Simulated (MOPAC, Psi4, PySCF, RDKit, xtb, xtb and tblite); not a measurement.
Two geometries of SMILES CC(C)CCC#N, relaxed at GFN2-xTB with one dihedral held; other torsions can differ between them too.

Structure A

```
18

C     -0.9470     1.3153     0.0949
C     -0.5999    -0.1665     0.2248
C     -1.7854    -1.0246    -0.2126
C      0.6309    -0.5339    -0.6123
C      1.9101     0.2151    -0.2067
C      2.0959     0.2462     1.2211
N      2.2475     0.2759     2.3539
H     -1.8717     1.5301     0.6250
H     -0.1671     1.9409     0.5222
H     -1.0826     1.5858    -0.9510
H     -0.3817    -0.3821     1.2764
H     -2.0336    -0.8277    -1.2539
H     -2.6591    -0.8032     0.3953
H     -1.5560    -2.0827    -0.1077
H      0.8082    -1.6075    -0.5080
H      0.4305    -0.3304    -1.6666
H      1.8716     1.2508    -0.5573
H      2.7836    -0.2632    -0.6585
```

Structure B

```
18

C     -1.0127     1.3235     0.0525
C     -0.6188    -0.1429     0.2181
C     -1.7835    -1.0461    -0.1830
C      0.6107    -0.4839    -0.6321
C      1.9258     0.1861    -0.1750
C      1.8781     0.7449     1.1519
N      1.8790     1.1961     2.2027
H     -1.8932     1.5466     0.6500
H     -0.2122     1.9833     0.3774
H     -1.2425     1.5387    -0.9898
H     -0.3817    -0.3269     1.2713
H     -2.0352    -0.8990    -1.2316
H     -2.6621    -0.8176     0.4149
H     -1.5320    -2.0939    -0.0333
H      0.7487    -1.5676    -0.6000
H      0.4146    -0.2114    -1.6705
H      2.1815     1.0121    -0.8469
H      2.7498    -0.5313    -0.2041
```

Question: Which is lower in energy at the level PBE0-D3(BJ)/def2-SVP // GFN2-xTB run with Psi4, and by how much?

Answer: A is lower, by 12.30 kJ/mol (dihedral C2–C4–C5–C6: 45° in A, 15° in B).

E(B) − E(A) in kJ/mol at the other levels, on the same two geometries: GFN2-xTB (xtb and tblite) 8.61; MMFF94 // GFN2-xTB (RDKit) 22.97; PBE0/def2-SVP // GFN2-xTB (Psi4) 12.60; PBE/def2-SVP // GFN2-xTB (Psi4) 12.11; PBE-D3(BJ)/def2-SVP // GFN2-xTB (Psi4) 11.77; UFF // GFN2-xTB (RDKit) 23.68; PM7, restricted, heats of formation // GFN2-xTB (MOPAC) 7.72; AM1, restricted, heats of formation // GFN2-xTB (MOPAC) 8.32; GFN1-xTB // GFN2-xTB (xtb) 6.38; restricted B3LYP/6-31G*, spherical d, density fitting // GFN2-xTB (PySCF) 12.91; restricted B3LYP/3-21G // GFN2-xTB (PySCF) 12.09; restricted Hartree-Fock/LANL2DZ // GFN2-xTB (PySCF) 15.62; restricted Hartree-Fock/6-31G*, spherical d, density fitting // GFN2-xTB (PySCF) 15.63.
